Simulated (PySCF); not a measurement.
Compound: C6H9N.
SMILES with atom numbers: `[CH2:1]=[C:2]1[CH2:3][C@@H:4]1/[CH:5]=[N:6]/[CH3:7]` (hydrogens: H8, H9 on C1; H10, H11 on C3; H12 on C4; H13 on C5; H14, H15, H16 on C7)

Geometry (PBE0-D3(BJ)/def2-SVP, Å), atoms numbered from 1 in this order:
```
atom  x, y, z in Å
C1    -2.7239    0.4304    0.7742
C2    -1.8633    0.0418   -0.1519
C3    -1.4737   -0.8992   -1.1888
C4    -0.5558    0.2699   -0.7918
C5     0.6768   -0.0112   -0.0289
N6     1.7250    0.6846   -0.1550
C7     2.8728    0.3425    0.6327
H8    -3.6635   -0.1061    0.9343
H9    -2.5209    1.3027    1.4016
H10   -1.1635   -1.9089   -0.8944
H11   -1.9500   -0.8429   -2.1732
H12   -0.4601    1.0995   -1.5003
H13    0.6202   -0.8739    0.6723
H14    3.1621    1.2027    1.2589
H15    3.7314    0.1428   -0.0294
H16    2.7253   -0.5373    1.2923
```

All values: CAM-B3LYP/def2-SVPD (PySCF, non-relativistic), on one gas-phase PBE0-D3(BJ)/def2-SVP geometry that isn't relaxed in the solvent. The solvent is an IEF-PCM continuum (van der Waals radii × 1.2). Only the electrostatic response of the medium enters.

Gas phase at CAM-B3LYP/def2-SVPD: HOMO -8.64 eV, LUMO 0.74 eV, dipole 1.55 D.

Problem. What does the continuum do to the energy, the frontier levels and the dipole at CAM-B3LYP/def2-SVPD in chloroform and acetone?

Solution. 
| solvent | ε | E(solvent) − E(gas) (kcal/mol) | polarisation term (kcal/mol) | distortion of the solute (kcal/mol) | HOMO (eV) | LUMO (eV) | dipole (D) |
| --- | --- | --- | --- | --- | --- | --- | --- |
| chloroform | 4.711 | -3.29 | -3.73 | 0.44 | -8.75 | 0.78 | 2.06 |
| acetone | 20.49 | -4.50 | -5.38 | 0.88 | -8.80 | 0.78 | 2.30 |

Polarisation term: ½ Σ q·V over the induced surface charges. Distortion: the rise of the solute's own energy as its density leaves the gas-phase optimum. The atom shares or the degeneracy of the HOMO differ from the gas phase in acetone, so that column needn't follow one orbital. From chloroform to acetone the lowering changes by a factor 1.37, Onsager's factor (ε − 1)/(2ε + 1) by 1.30 and ε itself by 4.3.

Problem. Which radius a makes the point-dipole formula ΔE = −[(ε − 1)/(2ε + 1)]·μ²/a³ give the value in acetone, with the gas-phase dipole?

Solution. μ = 0.611 au and |ΔE| = 0.00718 Eh give a = 1.53 Å; the farthest nucleus lies 3.79 Å from the centroid of the nuclei, so such a sphere wouldn't even hold the nuclei. The formula assumes a rigid point dipole at the centre of a sphere.

Problem. Give the dipole vector in the frame of the coordinates (D, pointing from negative to positive charge), gas and acetone.

Solution. Gas (-0.62, -1.33, 0.50), solvent (-0.87, -1.99, 0.75). Its length changes by +48 % and its direction by 1°.

Problem. How does the static polarisability (CAM-B3LYP/def2-SVPD, frozen core, with the continuum's full static response) change?

Solution. 
| medium | isotropic (au) | principal values (au) | ⟨r²⟩ of the electrons (bohr²) |
| --- | --- | --- | --- |
| gas | 83.9 | 64.8, 76.5, 110.5 | 1030.2 |
| chloroform | 103.3 | 81.1, 95.4, 133.4 | 1029.6 |
| acetone | 111.2 | 88.9, 103.4, 141.4 | 1029.4 |

The isotropic value in acetone is 1.33 times the gas-phase one; no cavity-field correction is applied. ⟨r²⟩ is taken about the centre of nuclear charge.
